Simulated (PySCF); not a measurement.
Stepwise substitution at one centre (Si Br-OH). All species are isolated molecules in the gas phase. One relaxed conformer stands for each flexible species; it need not be the lowest. Strings in code marks are SMILES.

The numbers are results of B3LYP-D3(BJ)/def2-TZVP // PBE0-D4/def2-TZVP (PySCF 2.14.0), not measurements. B3LYP has the VWN-RPA correlation part, as in Gaussian. Excitations are Tamm–Dancoff values on a coarser integration grid. The basis has no diffuse functions, so Rydberg states are missing or too high.

| species | S1–T1 gap (TDA) (eV) | HOMO–LUMO gap (eV) | S1 oscillator strength |
|---|---|---|---|
| 0 of 4 Br replaced by OH (`[Si](Br)(Br)(Br)Br`) | – | 6.52 | 0.000 |
| 1 of 4 Br replaced by OH (`O[Si](Br)(Br)Br` (H–O–Si–Br torsion 180°)) | 0.38 | 7.01 | 0.000 |
| 2 of 4 Br replaced by OH (`O[Si](O)(Br)Br` (H–O–Si–Br torsion -66°, Br–Si–O–H torsion -46°)) | 0.44 | 7.65 | 0.021 |
| 4 of 4 Br replaced by OH (`O[Si](O)(O)O`) | 0.30 | 8.91 | 0.007 |
